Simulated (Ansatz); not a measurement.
Total energies of the cluster TaO₂⁻ from Ansatz at PBE0-D4/def2-TZVPD, gas phase (1 Eh = 27.2114 eV = 2625.5 kJ/mol). The reference geometry is relaxed at PBE-D4/def2-TZVPD.

| atom | x (Å) | y (Å) | z (Å) |
| --- | --- | --- | --- |
| Ta1 | -0.031 | -0.695 | 0.060 |
| O2 | 1.079 | 0.381 | 0.907 |
| O3 | -1.048 | 0.314 | -0.967 |

| state | geometry | energy (Eh) |
| --- | --- | --- |
| charge -1 singlet | reference | -207.47629 |
| charge 0 doublet | reference | -207.39958 |
| charge -1 triplet | relaxed at PBE-D4/def2-TZVPD | -207.45344 |
| charge -1 quintet | relaxed at PBE-D4/def2-TZVPD | -207.33754 |

In the def2 sets Ta takes a core potential; there is no spin–orbit coupling.

(1) Work out the vertical ionisation energy to the doublet.

(2) Which of the charge -1 states is lowest, and how far above it are the others?

(1) E(charge 0 doublet) − E(charge -1 singlet) = -207.39958 − (-207.47629) = 0.07671 Eh = 2.09 eV. For comparison, −ε of the highest occupied level is 0.54 eV at this level, 1.55 eV less.

(2) The singlet. triplet: -207.45344 − (-207.47629) = 0.02285 Eh = 60.0 kJ/mol; quintet: -207.33754 − (-207.47629) = 0.13875 Eh = 364.3 kJ/mol.

At PBE0-D4/def2-TZVPD the highest occupied level of the charge -1 triplet lies above zero (up to 0.23 eV). The electron is either unbound and held by the finite basis, or the level is raised by self-interaction error. At PBE0-D4/def2-TZVPD the highest occupied level of the charge -1 quintet lies above zero (up to 0.58 eV).

The structure comes from a short search, and lower isomers may exist.
